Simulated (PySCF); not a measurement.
PySCF input file for Ti(NH2)3(Me) (CH₉N₃Ti), SMILES [CH3][Ti]([NH2])([NH2])[NH2], multiplicity 1, HF/pcSseg-1. Geometry: PBE0-D3(BJ)/def2-SVP. The multiplicity is an assumed one; other spin states were not compared. The values are those of a single conformer.

```python
import numpy as np
from pyscf import gto, scf, dft
from pyscf.prop.nmr import rhf as nmr

mol = gto.M(
    atom='''
    Ti   -0.00000000    0.00000000    0.06826407
    N     1.29120820    1.22961155    0.63420898
    H     2.10009553    1.06755298    1.22701869
    H     1.30692784    2.18569747    0.28347911
    N     0.41927075   -1.73302488    0.63420900
    H     1.23940561   -2.22468145    0.28347912
    H    -0.12551975   -2.35251256    1.22701872
    N    -1.71047892    0.50341333    0.63420901
    H    -2.54633345    0.03898398    0.28347915
    H    -1.97457576    1.28495958    1.22701873
    C    -0.00000002   -0.00000001   -2.02097714
    H     0.95240963   -0.40125898   -2.40860974
    H    -0.12870438    1.02544043   -2.40860974
    H    -0.82370532   -0.62418147   -2.40860973
    ''',
    basis='pcSseg-1',
    charge=0,
    spin=0,
    max_memory=1600,
    verbose=3,
)
mf = scf.RHF(mol)
mf.conv_tol = 1e-10
mf.max_cycle = 100
mf.kernel()
n = nmr.NMR(mf)
n.verbose = 2
n.max_cycle_cphf = 60
sigma = n.kernel()
print('atom   isotropic/ppm   span/ppm')
for i, s in enumerate(sigma):
    w = np.linalg.eigvalsh((s + s.T) / 2)
    print(f'{mol.atom_symbol(i):2s}{i + 1:3d} {w.mean():14.3f} {w[2] - w[0]:11.3f}')
```

Output:

```
converged SCF energy = -1054.77564312469
atom   isotropic/ppm   span/ppm
Ti  1       -471.404     439.550
N   2         83.442     465.046
H   3         26.469       6.719
H   4         26.226       5.457
N   5         83.442     465.046
H   6         26.226       5.457
H   7         26.469       6.719
N   8         83.442     465.046
H   9         26.226       5.457
H  10         26.469       6.719
C  11        155.840      47.859
H  12         31.256       5.273
H  13         31.256       5.273
H  14         31.256       5.273
```

The run converged.
